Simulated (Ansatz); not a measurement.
Consider the substitution at a C–S bond: `C[S][Ge][F]` + `CNN` → `CN(C)N` + `[F][Ge][SH]`.

Gas-phase electronic energies from Ansatz, PBE0-D4/def2-TZVP geometries. CCSD(T)/CBS is the MP2 limit (def2-TZVPP, def2-QZVPP) plus CCSD(T) − MP2 in def2-TZVPP, frozen cores. This one scheme is used for every species. DFT in def2-TZVPP. For Ge outer-core shells are correlated without core-valence functions, which leaves a few kJ/mol of doubt a bond. Scalar relativity is left out up to krypton. One conformer a species, not always the lowest.

`C[S][Ge][F]`:

Z-matrix (Å, degrees):
```
C
S 1 1.812
H 1 1.089 2 108.4
H 1 1.089 2 108.4 3 118.7
H 1 1.088 2 110.6 3 -120.7
Ge 2 2.225 1 106.6 3 120.8
F 6 1.769 2 98.8 1 -0.0
```

`CNN`:

```xyz
9

C     0.524    0.800   -0.506
N     0.045   -0.551   -0.325
N    -0.316   -0.773    1.021
H    -0.200    1.576   -0.209
H     0.774    0.948   -1.559
H     1.428    0.940    0.090
H    -0.733   -0.724   -0.953
H    -1.260   -0.453    1.228
H    -0.262   -1.764    1.212
```

`CN(C)N`:

Cartesian coordinates in Å:
```
C 0.910 -0.973 0.315
N 0.364 0.349 0.118
C -0.429 0.430 -1.086
N -0.359 0.723 1.271
H 1.541 -1.237 -0.537
H 0.126 -1.746 0.414
H 1.514 -0.978 1.222
H -1.313 -0.235 -1.053
H -0.777 1.456 -1.230
H 0.176 0.151 -1.952
H -0.450 1.731 1.273
H -1.303 0.329 1.245
```

`[F][Ge][SH]`:

Cartesian coordinates in Å:
```
F -0.318 -1.906 0.736
Ge 0.434 -0.884 -0.479
S -0.359 1.033 0.352
H 0.243 1.757 -0.608
```

```
  level  ΔE (kJ/mol)
PBE0-D4          1.8
ωB97X-V         -2.0
```

Q: What does CCSD(T)/CBS give? (Estimate.)

A: The calculation gave: -1.1 kJ/mol. The listed levels differ from it by 2.9, -0.9 kJ/mol.

Largest T1 diagnostic among the species: 0.015.
